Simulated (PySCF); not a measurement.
Here is a job for PySCF.
```python
from pyscf import gto, scf
from pyscf.geomopt import geometric_solver
from pyscf.hessian import thermo

mol = gto.Mole()
mol.atom = '''
    B    -0.000000   -0.000000   -0.840652
    N     0.000000    0.000000    0.401297
    H     0.000000    0.000000    1.394185
'''
mol.basis = 'cc-pvdz'
mol.charge = 0
mol.spin = 1
mol.verbose = 3
mol.build()

def method(m):
    mf = scf.UHF(m)
    return mf

conv, mol_eq = geometric_solver.kernel(method(mol), maxsteps=100, convergence_set='GAU_TIGHT')
print('optimisation converged:', conv)
print(mol_eq.tostring(format='xyz'))
mf = method(mol_eq)
mf.kernel()
hess = mf.Hessian().kernel()
freq = thermo.harmonic_analysis(mf.mol, hess)
print('frequencies / cm-1', freq['freq_wavenumber'].round(1))
th = thermo.thermo(mf, freq['freq_au'], 298.15, 101325)
thermo.dump_thermo(mf.mol, th)
```

### Question
What does this run give for the number of basis functions, nuclear repulsion energy, dipole moment, Mulliken (on the basis functions themselves) charges in atom order?

### Answer

```json
{
  "number_of_basis_functions": "33",
  "nuclear_repulsion_energy": "20.0064 Eh",
  "dipole_moment": "0.36 D",
  "Mulliken (on the basis functions themselves) charges in atom order": "B1 -0.02, N2 -0.11, H3 0.13"
}
```

These values belong to the state on which the SCF converged, which isn't shown to be the lowest.
